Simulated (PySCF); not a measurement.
# Cl²⁺ (chlorine, charge +2) across methods

[Ne] 3s2 3p2 3d1, one real determinant (an excited configuration). Computed with PySCF 2.14 in aug-cc-pVQZ-DK (7s6p4d3f2g, 84 functions), with the spin-free X2C one-electron Hamiltonian (Gaussian nucleus).

```csv
method,E (hartree),mean ε 3s β (eV),mean ε 3p α (eV),mean ε 3d α (eV),Σ⟨r²⟩ (bohr²),⟨S²⟩
TPSS,-459.5560,-44.448,-34.978,-16.350,17.56,3.751
LDA,-458.0113,-44.733,-34.703,-16.090,17.65,3.750
BP86,-459.5806,-44.744,-34.766,-16.288,17.61,3.750
CAM-B3LYP,-459.5402,-47.890,-37.997,-18.362,17.66,3.750
PBE,-459.3570,-44.503,-34.748,-16.253,17.65,3.750
PBE0,-459.3777,-46.117,-36.690,-17.173,17.69,3.750
r2SCAN0,-459.4782,-46.270,-37.105,-17.220,17.73,3.751
UHF,-458.90125,-49.423,-41.805,-19.218,18.17,3.751
```

Problem. Estimate the same row for r2SCAN.

Solution. E (hartree) = -459.4863; mean ε 3s β (eV) = -44.751; mean ε 3p α (eV) = -35.350; mean ε 3d α (eV) = -16.354; Σ⟨r²⟩ (bohr²) = 17.69; ⟨S²⟩ = 3.751.

⟨L²⟩ = 7.97 against 12 for a pure F term, so this real determinant mixes terms. The outer electron is Rydberg-like, and this basis confines it to a smaller radius and binds it less than a complete one would.
